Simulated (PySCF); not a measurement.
PySCF job for difluoro(fluorosilyl)silane (F3H3Si2), SMILES F[SiH](F)[SiH2]F, TDDFT-PBE/def2-SVPD. Geometry optimised at ωB97X-D3(BJ)/def2-SVP. One conformer was computed; it need not be the lowest.

```python
import numpy as np
from pyscf import gto, scf, dft, tdscf

mol = gto.M(
    atom='''
    Si    1.38389522   -0.10471397   -0.26391810
    F     2.09237256    0.58432521    1.03647541
    Si   -0.89788042   -0.25922062    0.18463944
    F    -1.56788243   -1.06496902   -1.05517817
    F    -1.53785728    1.23003997    0.19527298
    H     1.63044517    0.74330123   -1.45990773
    H     1.97293046   -1.45633556   -0.46332996
    H    -1.28727848   -0.93644688    1.44400716
    ''',
    basis='def2-SVPD',
    charge=0,
    spin=0,
    max_memory=1600,
    verbose=4,
)
mf = dft.RKS(mol, xc='pbe').density_fit(auxbasis='def2-universal-jkfit')
mf.grids.level = 3
mf.conv_tol = 1e-9
mf.max_cycle = 100
mf.kernel()
mf.grids = dft.Grids(mol).set(level=1).build(with_non0tab=True)  # coarser grid for the response kernel
td = tdscf.TDDFT(mf)
td.singlet = True
td.nstates = 10
td.conv_tol = 1e-4
td.positive_eig_threshold = 1e-6
td.kernel(x0=td.get_init_guess(mf, 15))
td.analyze()
tt = tdscf.TDA(mf)
tt.singlet = False
tt.nstates = 4
tt.conv_tol = 1e-4
tt.positive_eig_threshold = 1e-6
tt.kernel(x0=tt.get_init_guess(mf, 9))
tt.analyze(verbose=3)
```

Output:

```
PySCF version 2.14.0

[INPUT] verbose = 4
[INPUT] num. atoms = 8
[INPUT] num. electrons = 58
[INPUT] charge = 0
[INPUT] spin (= nelec alpha-beta = 2S) = 0
[INPUT] symmetry False subgroup None
[INPUT] Mole.unit = angstrom
[INPUT] Symbol           X                Y                Z      unit          X                Y                Z       unit  Magmom
[INPUT]  1 Si     1.383895220000  -0.104713970000  -0.263918100000 AA    2.615182950895  -0.197880724716  -0.498732928316 Bohr   0.0
[INPUT]  2 F      2.092372560000   0.584325210000   1.036475410000 AA    3.954011088955   1.104214614579   1.958654659746 Bohr   0.0
[INPUT]  3 Si    -0.897880420000  -0.259220620000   0.184639440000 AA   -1.696748086409  -0.489855977640   0.348917973393 Bohr   0.0
[INPUT]  4 F     -1.567882430000  -1.064969020000  -1.055178170000 AA   -2.962868388218  -2.012499778946  -1.993997753920 Bohr   0.0
[INPUT]  5 F     -1.537857280000   1.230039970000   0.195272980000 AA   -2.906129077869   2.324438665568   0.369012451728 Bohr   0.0
[INPUT]  6 H      1.630445170000   0.743301230000  -1.459907730000 AA    3.081094832420   1.404635752752  -2.758825776835 Bohr   0.0
[INPUT]  7 H      1.972930460000  -1.456335560000  -0.463329960000 AA    3.728298232212  -2.752075353865  -0.875566729706 Bohr   0.0
[INPUT]  8 H     -1.287278480000  -0.936446880000   1.444007160000 AA   -2.432603773246  -1.769628133403   2.728778054311 Bohr   0.0

nuclear repulsion = 302.960688590448
number of shells = 59
number of NR pGTOs = 213
number of NR cGTOs = 141
basis = def2-SVPD
ecp = {}


[settings echo left out]
init E= -879.664709404637
  HOMO = -0.29705625244827  LUMO = -0.0943267960483594  gap/eV = 5.51655
cycle= 1 E= -879.383223429498  delta_E= 0.281  |g|= 0.834  |ddm|= 3.39
  HOMO = -0.231117252140992  LUMO = -0.0855901963714558  gap/eV = 3.95999
cycle= 2 E= -878.803749044974  delta_E= 0.579  |g|= 2.04  |ddm|= 2.27
  HOMO = -0.274181042117287  LUMO = -0.0795416196732717  gap/eV = 5.29641
cycle= 3 E= -879.504349980052  delta_E= -0.701  |g|= 0.0612  |ddm|=  1.6
  HOMO = -0.275566355850955  LUMO = -0.0800341218928105  gap/eV = 5.32070
cycle= 4 E= -879.504627523404  delta_E= -0.000278  |g|= 0.0655  |ddm|= 0.184
  HOMO = -0.27709866184275  LUMO = -0.0810799234470525  gap/eV = 5.33394
cycle= 5 E= -879.505388272746  delta_E= -0.000761  |g|= 0.0162  |ddm|= 0.0626
  HOMO = -0.277414738478596  LUMO = -0.0813106319068706  gap/eV = 5.33626
cycle= 6 E= -879.505441946763  delta_E= -5.37e-05  |g|= 0.00346  |ddm|= 0.0229
  HOMO = -0.276981486050754  LUMO = -0.0809832888902049  gap/eV = 5.33338
cycle= 7 E= -879.505444979112  delta_E= -3.03e-06  |g|= 0.000968  |ddm|= 0.0054
  HOMO = -0.276984421014792  LUMO = -0.0809901407175819  gap/eV = 5.33328
cycle= 8 E= -879.505445105455  delta_E= -1.26e-07  |g|= 0.000445  |ddm|= 0.000988
  HOMO = -0.277006599401483  LUMO = -0.0810053868204803  gap/eV = 5.33346
cycle= 9 E= -879.505445141541  delta_E= -3.61e-08  |g|= 5.09e-05  |ddm|= 0.000437
  HOMO = -0.277011048764161  LUMO = -0.0810082928970917  gap/eV = 5.33351
cycle= 10 E= -879.505445142102  delta_E= -5.61e-10  |g|= 9.16e-06  |ddm|= 7.84e-05
  HOMO = -0.2770102529092  LUMO = -0.0810076633029473  gap/eV = 5.33350
Extra cycle  E= -879.505445142084  delta_E= 1.84e-11  |g|= 1.36e-05  |ddm|= 2.88e-05
converged SCF energy = -879.505445142084
tot grids = 36144
Overwritten attributes  positive_eig_threshold  of <class 'pyscf.tdscf.rks.CasidaTDDFT'>


******** <class 'pyscf.tdscf.rks.CasidaTDDFT'> for <class 'pyscf.df.df_jk.DFRKS'> ********
nstates = 10 singlet
deg_eia_thresh = 1.000e-03
wfnsym = None
conv_tol = 0.0001
eigh lindep = 1e-12
eigh level_shift = 0
eigh max_cycle = 100


Excitation energies (eV)
[5.61543687 6.41269129 6.64692007 7.44195352 7.49915951 7.6847578
 7.8618246  8.01487224 8.139479   8.36671747]

** Singlet excitation energies and oscillator strengths **
Excited State   1:      5.61544 eV    220.79 nm  f=0.0144
      29 -> 30       -0.70194
Excited State   2:      6.41269 eV    193.34 nm  f=0.0269
      29 -> 31        0.69137
Excited State   3:      6.64692 eV    186.53 nm  f=0.0026
      28 -> 30       -0.70224
Excited State   4:      7.44195 eV    166.60 nm  f=0.0032
      28 -> 31       -0.37034
      29 -> 33       -0.58472
Excited State   5:      7.49916 eV    165.33 nm  f=0.0013
      28 -> 31        0.49272
      29 -> 32        0.32125
      29 -> 33       -0.37661
Excited State   6:      7.68476 eV    161.34 nm  f=0.0123
      27 -> 30       -0.67031
      28 -> 31        0.14623
Excited State   7:      7.86182 eV    157.70 nm  f=0.1915
      27 -> 30        0.17990
      28 -> 31        0.21841
      29 -> 32       -0.43270
      29 -> 34        0.44368
Excited State   8:      8.01487 eV    154.69 nm  f=0.2041
      28 -> 31        0.16390
      29 -> 32       -0.36649
      29 -> 34       -0.53020
Excited State   9:      8.13948 eV    152.32 nm  f=0.0215
      25 -> 30        0.11104
      26 -> 30       -0.67773
Excited State  10:      8.36672 eV    148.19 nm  f=0.0444
      25 -> 30        0.68408

** Transition electric dipole moments (AU) **
state          X           Y           Z        Dip. S.      Osc.
  1        -0.2009      0.0422      0.2507      0.1050      0.0144
  2        -0.0936     -0.3298      0.2320      0.1714      0.0269
  3        -0.0043      0.1146     -0.0506      0.0157      0.0026
  4        -0.0762      0.1060      0.0164      0.0173      0.0032
  5        -0.0810      0.0148      0.0143      0.0070      0.0013
  6         0.0947     -0.1206     -0.2050      0.0655      0.0123
  7         0.8449      0.0848     -0.5226      0.9942      0.1915
  8         0.8857      0.1533     -0.4813      1.0397      0.2041
  9         0.3122     -0.0682     -0.0758      0.1079      0.0215
 10        -0.4301     -0.0352      0.1747      0.2167      0.0444

** Transition velocity dipole moments (imaginary part, AU) **
state          X           Y           Z        Dip. S.      Osc.
  1        -0.0492      0.0088      0.0579      0.0058      0.0189
  2        -0.0261     -0.0838      0.0598      0.0113      0.0319
  3        -0.0014      0.0340     -0.0152      0.0014      0.0038
  4        -0.0200      0.0312      0.0036      0.0014      0.0034
  5        -0.0247      0.0055      0.0018      0.0006      0.0016
  6         0.0314     -0.0367     -0.0595      0.0059      0.0138
  7         0.2538      0.0261     -0.1529      0.0885      0.2042
  8         0.2696      0.0461     -0.1436      0.0954      0.2160
  9         0.0917     -0.0184     -0.0262      0.0094      0.0210
 10        -0.1287     -0.0099      0.0534      0.0195      0.0423

** Transition magnetic dipole moments (imaginary part, AU) **
state          X           Y           Z
  1        -0.1232     -0.1664      0.1669
  2         0.2490      0.2774      0.5641
  3        -0.8476      0.0273      0.4762
  4         0.2521     -0.4128      0.2278
  5         0.0284     -0.2246     -0.0437
  6        -0.4842      0.7874     -0.1065
  7         0.3520     -1.0078      0.1177
  8        -0.3104      0.6496     -0.3357
  9         0.0886      0.1556      0.0143
 10         0.1957     -0.2218      0.0725
Overwritten attributes  positive_eig_threshold  of <class 'pyscf.tdscf.rks.TDA'>


******** <class 'pyscf.tdscf.rks.TDA'> for <class 'pyscf.df.df_jk.DFRKS'> ********
nstates = 4 triplet
deg_eia_thresh = 1.000e-03
wfnsym = None
conv_tol = 0.0001
eigh lindep = 1e-12
eigh level_shift = 0
eigh max_cycle = 100


Excitation energies (eV)
[4.95190174 5.58856732 6.3177161  6.94928198]

** Triplet excitation energies and oscillator strengths **
Excited State   1:      4.95190 eV    250.38 nm  f=0.0000
Excited State   2:      5.58857 eV    221.85 nm  f=0.0000
Excited State   3:      6.31772 eV    196.25 nm  f=0.0000
Excited State   4:      6.94928 eV    178.41 nm  f=0.0000
```

The calculation finished and met its thresholds.
